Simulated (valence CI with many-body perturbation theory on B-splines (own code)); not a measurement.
## From CI to CI+MBPT in Cr²⁺

Level of theory: valence CI with perturbative core correlation (CI+MBPT): four valence electrons over a frozen Dirac-Fock core [Ar], a basis of 9 s, 9 p, 10 d, 8 f, 5 g, 3 h, 1 i functions for each j, with the one-electron correlation potential Σ1 (screened to all orders), the two-electron term Σ2, the three-electron term Σ3, Breit, model QED; selected single and double excitations, second order for the rest, scaled by the run's own slope (own B-spline code, finite nucleus).

Against 62 measured levels this calculation errs by 1343 cm⁻¹ on average and by 3236 at most. Among the levels kept, up to 480 cm⁻¹ of a level comes from second order outside the variational space, and about a tenth of that is noise between levels of different J, which matters for small intervals. Only levels of the ground parity were solved; by the run's estimate the other parity begins above the list, which can be wrong where configurations are misplaced.

Each rung adds one term. CI alone is the Dirac-Coulomb CI over the frozen core; QED comes last and gives the full result, which names the levels. Energies are above 3d4 5D_0 on the same rung, in eV.

Letters in brackets count levels of one name in rising energy.

| Level | CI alone | + Σ1 | + Σ2 | + Σ3 | + Breit | Full |
| --- | --- | --- | --- | --- | --- | --- |
| 3d4 5D_1 | 0.0087 | 0.0090 | 0.0094 | 0.0094 | 0.0079 | 0.0080 |
| 3d4 5D_2 | 0.0217 | 0.0241 | 0.0269 | 0.0269 | 0.0227 | 0.0228 |
| 3d4 5D_3 | 0.0402 | 0.0458 | 0.0522 | 0.0522 | 0.0438 | 0.0441 |
| 3d4 5D_4 | 0.0639 | 0.0731 | 0.0845 | 0.0844 | 0.0704 | 0.0708 |
| 3d4 3H_4 | 1.984 | 2.063 | 2.079 | 2.066 | 2.059 | 2.060 |
| 3d4 3H_5 | 1.999 | 2.080 | 2.099 | 2.086 | 2.074 | 2.075 |
| 3d4 3H_6 | 2.015 | 2.100 | 2.121 | 2.108 | 2.090 | 2.091 |
| 3d4 3P_0 [a] | 1.801 | 1.894 | 2.101 | 2.116 | 2.121 | 2.121 |
| 3d4 3P_1 [a] | 1.841 | 1.941 | 2.153 | 2.169 | 2.169 | 2.169 |
| 3d4 3P_2 [a] | 1.911 | 2.021 | 2.245 | 2.263 | 2.252 | 2.252 |
| 3d4 3F_2 [a] | 2.070 | 2.174 | 2.306 | 2.290 | 2.284 | 2.285 |
| 3d4 3F_3 [a] | 2.079 | 2.184 | 2.315 | 2.298 | 2.291 | 2.291 |
| 3d4 3F_4 [a] | 2.091 | 2.197 | 2.326 | 2.309 | 2.299 | 2.299 |
| 3d4 3G_3 | 2.427 | 2.527 | 2.556 | 2.528 | 2.523 | 2.524 |
| 3d4 3G_4 | 2.444 | 2.547 | 2.580 | 2.552 | 2.541 | 2.542 |
| 3d4 3G_5 | 2.462 | 2.567 | 2.602 | 2.573 | 2.558 | 2.558 |
| 3d4 1I_6 | 3.032 | 3.149 | 3.159 | 3.118 | 3.102 | 3.103 |
| 3d4 1G_4 [a] | 2.976 | 3.097 | 3.248 | 3.117 | 3.106 | 3.107 |
| 3d4 3D_3 | 3.103 | 3.226 | 3.257 | 3.206 | 3.198 | 3.199 |

(1) How does the ionisation energy move along the ladder, and which term matters most?

## Answers

(1) CI alone 27.283, + Σ1 28.430, + Σ2 30.530, + Σ3 30.529, + Breit 30.537, + QED 30.538 eV. The largest step is Σ2, 2.100 eV. NIST lists 30.959 ± 0.025 eV (measured), further off than its uncertainty and the later steps.
